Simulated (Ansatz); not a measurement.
A trace of molecular dynamics of C₂H₅BO₄ (12 atoms, charge 0, multiplicity 1).

Level of theory: RKS PBE/6-31G in Ansatz.

```
ensemble        : NVT, Nosé–Hoover chain
set temperature : 300 K
thermostat      : time constant 100 fs, chain length 1
seed            : 361133
```

```json
{"time (fs)": "0.0", "T (K)": "300", "potential energy less start (eV)": "0.000", "conserved less start (meV/atom)": "0.00"}
{"time (fs)": "10.0", "T (K)": "134", "potential energy less start (eV)": "0.239", "conserved less start (meV/atom)": "1.99"}
{"time (fs)": "20.0", "T (K)": "167", "potential energy less start (eV)": "0.190", "conserved less start (meV/atom)": "1.25"}
{"time (fs)": "30.0", "T (K)": "191", "potential energy less start (eV)": "0.165", "conserved less start (meV/atom)": "1.30"}
{"time (fs)": "40.0", "T (K)": "184", "potential energy less start (eV)": "0.181", "conserved less start (meV/atom)": "1.32"}
{"time (fs)": "50.0", "T (K)": "163", "potential energy less start (eV)": "0.211", "conserved less start (meV/atom)": "1.00"}
{"time (fs)": "60.0", "T (K)": "161", "potential energy less start (eV)": "0.238", "conserved less start (meV/atom)": "2.23"}
{"time (fs)": "70.0", "T (K)": "192", "potential energy less start (eV)": "0.194", "conserved less start (meV/atom)": "0.84"}
{"time (fs)": "80.0", "T (K)": "150", "potential energy less start (eV)": "0.284", "conserved less start (meV/atom)": "2.57"}
{"time (fs)": "90.0", "T (K)": "223", "potential energy less start (eV)": "0.190", "conserved less start (meV/atom)": "1.26"}
{"time (fs)": "100.0", "T (K)": "191", "potential energy less start (eV)": "0.257", "conserved less start (meV/atom)": "1.49"}
{"time (fs)": "110.0", "T (K)": "187", "potential energy less start (eV)": "0.287", "conserved less start (meV/atom)": "1.91"}
{"time (fs)": "120.0", "T (K)": "173", "potential energy less start (eV)": "0.327", "conserved less start (meV/atom)": "2.02"}
{"time (fs)": "130.0", "T (K)": "180", "potential energy less start (eV)": "0.356", "conserved less start (meV/atom)": "3.02"}
{"time (fs)": "140.0", "T (K)": "327", "potential energy less start (eV)": "0.178", "conserved less start (meV/atom)": "0.88"}
{"time (fs)": "150.0", "T (K)": "156", "potential energy less start (eV)": "0.463", "conserved less start (meV/atom)": "3.16"}
{"time (fs)": "160.0", "T (K)": "204", "potential energy less start (eV)": "0.416", "conserved less start (meV/atom)": "2.12"}
{"time (fs)": "170.0", "T (K)": "339", "potential energy less start (eV)": "0.297", "conserved less start (meV/atom)": "2.79"}
{"time (fs)": "180.0", "T (K)": "307", "potential energy less start (eV)": "0.387", "conserved less start (meV/atom)": "2.26"}
{"time (fs)": "190.0", "T (K)": "353", "potential energy less start (eV)": "0.386", "conserved less start (meV/atom)": "2.58"}
{"time (fs)": "200.0", "T (K)": "258", "potential energy less start (eV)": "0.582", "conserved less start (meV/atom)": "4.53"}
{"time (fs)": "210.0", "T (K)": "342", "potential energy less start (eV)": "0.485", "conserved less start (meV/atom)": "1.88"}
{"time (fs)": "220.0", "T (K)": "498", "potential energy less start (eV)": "0.389", "conserved less start (meV/atom)": "4.84"}
{"time (fs)": "230.0", "T (K)": "485", "potential energy less start (eV)": "0.479", "conserved less start (meV/atom)": "4.44"}
{"time (fs)": "240.0", "T (K)": "308", "potential energy less start (eV)": "0.752", "conserved less start (meV/atom)": "3.83"}
```

Question: Can this run be trusted? Judge the integration.

Answer: The conserved energy wandered by up to 7.8 meV per atom (net 3.8 meV per atom), which is poor conservation. A step of 2 fs is long for free X–H stretches (periods near 10 fs) and can bias their spread and the temperature. A run of 0.24 ps of so small a system gives no equilibrium averages. Limits of this set-up: no polarisation functions. The time step was 2 fs.

Run time: 16 min on 1 CPU thread of a shared host.
